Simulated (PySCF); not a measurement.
SMILES [NH3]->[Ni+2](<-[NH3])(<-[NH3])(<-[NH3])(<-[NH3])<-[NH3] (charge +2), triplet (GFN2-xTB optimised geometry):

```
25

Ni     0.011     0.012     0.000
N      2.197     0.012     0.000
H      2.595    -0.203    -0.912
H      2.565    -0.685     0.645
H      2.590     0.908     0.284
N      0.014     2.199     0.000
H      0.680     2.565    -0.678
H      0.271     2.592     0.904
H     -0.891     2.597    -0.243
N      0.097    -2.170    -0.097
H      0.381    -2.597     0.782
H      0.769    -2.481    -0.797
H     -0.798    -2.588    -0.347
N     -2.172    -0.081     0.094
H     -2.593    -0.335    -0.798
H     -2.595     0.801     0.374
H     -2.481    -0.777     0.771
N      0.018     0.014     2.186
H     -0.206    -0.896     2.585
H     -0.671     0.667     2.556
H      0.918     0.288     2.576
N     -0.090     0.101    -2.182
H     -0.790     0.773    -2.492
H     -0.339    -0.794    -2.601
H      0.790     0.386    -2.609
```

Level of theory: unrestricted CAM-B3LYP/def2-SVP (PySCF).

What are the frontier orbital energies (α orbitals alone; a β orbital can be the lowest empty one)?

HOMO-2 -18.52 eV, HOMO-1 -16.29 eV, HOMO -16.29 eV, LUMO -6.65 eV, LUMO+1 -5.07 eV.

On the same geometry unrestricted PBE/def2-SVP (PySCF 2.14.0) gives HOMO-2 -13.44 eV, HOMO-1 -12.41 eV, HOMO -12.41 eV, LUMO -8.27 eV, LUMO+1 -6.85 eV.

Meta-Löwdin charges at CAM-B3LYP/def2-SVP: Ni1 1.11, N2 -0.57, H3 0.24, H4 0.24, H5 0.24, N6 -0.57, H7 0.24, H8 0.24, H9 0.24, N10 -0.57, H11 0.24, H12 0.24, H13 0.24, N14 -0.57, H15 0.24, H16 0.24, H17 0.24, N18 -0.57, H19 0.24, H20 0.24, H21 0.24, N22 -0.57, H23 0.24, H24 0.24, H25 0.24.
